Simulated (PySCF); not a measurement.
Species: C₄H₁₄Si₃.
SMILES: `C(C([SiH3])([SiH3])[SiH3])(=C)C`

Linear response at CAM-B3LYP/def2-SVPD (PySCF, frozen core in the response, non-relativistic). Isolated species at its PBE0-D3(BJ)/def2-SVP geometry, gas phase.

Static isotropic polarisability: 129.26 au (19.15 Å³), principal values 120.5, 129.0, 138.4 au.

Problem. What is the polarisability at 1064 nm and at the sodium D line?

Solution. 130.56 au at 1064 nm (+1.0 %), 133.64 au at 589.3 nm (+3.4 %). The rise at 589.3 nm is 3.37 times that at 1064 nm; a pure ω² law gives 3.26. The lowest singlet lies at 193 nm, shorter than both wavelengths.

Problem. What is the isotropic C6 coefficient between two such molecules, C6 = (3/π)∫α(iω)² dω?

Solution. 5971 au (Eh·bohr⁶) by a ten-point quadrature over imaginary frequencies, which is 3570 eV·Å⁶ or 344 J·nm⁶/mol.

Problem. Which effective excitation energy ω̄ makes London's formula C6 = (3/4)α²ω̄ exact here?

Solution. ω̄ = 4·C6/(3α²) = 0.476 Eh = 13.0 eV. A one-pole form α(ω) = α/(1 − ω²/ω̄²) fitted to the 1064 nm value gives 11.7 eV. London's choice of the ionisation energy (8.87 eV, ΔSCF at the same level) gives C6 = 4090 au, 32 % too low.

Problem. How anisotropic is the static polarisability, by Δα² = ½[(α1 − α2)² + (α2 − α3)² + (α3 − α1)²]?

Solution. Δα = 15.5 au, or 0.12 of the isotropic value.

Problem. What molar refraction at the D line follows from R = (4π/3)·N_A·α′, with α′ the polarisability volume?

Solution. α′ = 19.80 Å³ gives R = 49.95 cm³/mol, for isolated, non-vibrating species.

Problem. What n − 1 at the D line would an ideal gas of it have at 273.15 K and 1 atm (2.6868 × 10¹⁹ cm⁻³), by n − 1 = 2π·N·α′?

Solution. 33.43 × 10⁻⁴, a formal value whether or not that pressure can be reached.

The values belong to the conformer `[CH2:1]=[C:2]([CH3:3])[C:4]([SiH3:5])([SiH3:6])[SiH3:7]`: C1–C2–C4–Si5 -151°.
